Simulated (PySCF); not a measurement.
C3H2F3, SMILES C=C([C](F)F)F, multiplicity 2.

Geometry optimised at B3LYP-D3(BJ)/def2-SVP. The isomer is the one that the SMILES or the coordinates give; other isomers of the formula were not compared. One conformer was computed; it need not be the lowest.

Method: B3LYP-D3(BJ)/def2-SVP run with PySCF.

Frequencies are harmonic and unscaled.

Problem. List the normal modes with their intensities. (The exact figures need the calculation; the answer reports its results.)

Solution. 
| mode | ν (cm⁻¹) | IR (km/mol) | moving atoms (share of kinetic energy) |
|---|---|---|---|
| 1 | 135 | 0.5 | F 68 %, C 24 % |
| 2 | 219 | 2.3 | F 68 %, C 24 %, H 9 % |
| 3 | 225 | 0.2 | C 75 %, F 23 % |
| 4 | 376 | 0.7 | F 64 %, C 19 %, H 17 % |
| 5 | 482 | 1.2 | H 52 %, C 47 % |
| 6 | 512 | 2.2 | F 71 %, C 17 %, H 12 % |
| 7 | 561 | 3.7 | F 60 %, C 36 % |
| 8 | 585 | 0.3 | H 56 %, C 36 %, F 8 % |
| 9 | 705 | 55.6 | H 68 %, C 32 % |
| 10 | 787 | 23.4 | F 60 %, C 28 %, H 11 % |
| 11 | 936 | 20.3 | H 47 %, C 27 %, F 26 % |
| 12 | 1192 | 136.7 | C 63 %, F 19 %, H 18 % |
| 13 | 1353 | 78.6 | H 49 %, C 42 %, F 9 % |
| 14 | 1385 | 194.5 | C 72 %, F 23 % |
| 15 | 1499 | 14.1 | C 68 %, H 30 % |
| 16 | 1584 | 179.9 | C 88 %, F 9 % |
| 17 | 3183 | 2.1 | H 95 % |
| 18 | 3300 | 0.3 | H 89 %, C 11 % |
